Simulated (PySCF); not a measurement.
C₅H₁₂O₂S.
SMILES with atom numbers: `[CH3:1][C:2]([CH3:3])([CH3:4])[S:5]([CH3:6])(=[O:7])=[O:8]` (hydrogens: H9, H10, H11 on C1; H12, H13, H14 on C3; H15, H16, H17 on C4; H18, H19, H20 on C6)

The same species was optimised twice, with GFN2-xTB and with PBE0-D3(BJ)/def2-SVP (PySCF), and the same property calculations (PySCF, gas phase) were run on both structures.

| coordinate | GFN2-xTB | PBE0-D3(BJ)/def2-SVP | change |
| --- | --- | --- | --- |
| S5–C6 (Å) | 1.827 | 1.787 | -0.040 |
| S5=O8 (Å) | 1.440 | 1.465 | +0.025 |
| S5=O7 (Å) | 1.439 | 1.464 | +0.025 |
| C2–S5 (Å) | 1.851 | 1.840 | -0.011 |
| C1–C2 (Å) | 1.519 | 1.528 | +0.009 |
| C2–C4 (Å) | 1.514 | 1.522 | +0.008 |
| C2–C3 (Å) | 1.515 | 1.522 | +0.007 |
| O7–S5–O8 (°) | 117.3 | 120.1 | +2.8 |
| C3–C2–S5 (°) | 107.4 | 108.9 | +1.5 |
| C4–C2–S5 (°) | 107.4 | 108.7 | +1.3 |
| C2–S5–O8 (°) | 108.5 | 107.5 | -1.0 |
| C2–S5–C6 (°) | 108.0 | 107.0 | -1.0 |
| C3–C2–C4 (°) | 113.9 | 113.0 | -0.9 |
| C1–C2–C3 (°) | 112.1 | 111.3 | -0.8 |
| C1–C2–C4 (°) | 112.1 | 111.3 | -0.8 |
| C1–C2–S5–C6 (°) | 180 | 180 | 0 |

Rotational constants: A = 2298, B = 1547, C = 1514 MHz (GFN2-xTB) against A = 2277, B = 1533, C = 1522 MHz (PBE0-D3(BJ)/def2-SVP). Point groups within 0.08 Å: Cs and Cs.

On the GFN2-xTB structure: HOMO (eV) -7.95 [PBE0/pcSseg-1]; LUMO (eV) 1.00 [PBE0/pcSseg-1]; dipole (D) 4.57 [PBE0/pcSseg-1]; GIAO shielding of C1/C3/C4 (mean) (ppm) 163.8 [PBE0/pcSseg-1]; GIAO shielding of C2 (ppm) 121.4 [PBE0/pcSseg-1]; GIAO shielding of S5 (ppm) 179.6 [PBE0/pcSseg-1]; GIAO shielding of C6 (ppm) 146.8 [PBE0/pcSseg-1]; GIAO shielding of O7/O8 (mean) (ppm) 150.2 [PBE0/pcSseg-1].

What do these properties become on the PBE0-D3(BJ)/def2-SVP structure?

```csv
property,level,on GFN2-xTB,on PBE0-D3(BJ)/def2-SVP,change
HOMO (eV),PBE0/pcSseg-1,-7.95,-7.96,-0.01
LUMO (eV),PBE0/pcSseg-1,1.00,0.92,-0.08
dipole (D),PBE0/pcSseg-1,4.57,4.61,+0.04
"energy, GFN2-xTB geometry as zero (kcal/mol)",PBE0/pcSseg-1,0.0,-3.2,-3.2
GIAO shielding of C1/C3/C4 (mean) (ppm),PBE0/pcSseg-1,163.8,160.7,-3.1
GIAO shielding of C2 (ppm),PBE0/pcSseg-1,121.4,122.0,+0.6
GIAO shielding of S5 (ppm),PBE0/pcSseg-1,179.6,173.6,-6.0
GIAO shielding of C6 (ppm),PBE0/pcSseg-1,146.8,147.7,+0.9
GIAO shielding of O7/O8 (mean) (ppm),PBE0/pcSseg-1,150.2,139.6,-10.6
```

The heavy atoms differ by 0.028 Å rms after alignment. Among bonds between heavy atoms S5–C6 changes most (-0.040 Å). Changes are differences of the printed values. Neither structure is proved a minimum here.

The values belong to the conformer `[CH3:1][C:2]([CH3:3])([CH3:4])[S:5]([CH3:6])(=[O:7])=[O:8]`: C1–C2–S5–C6 180°.
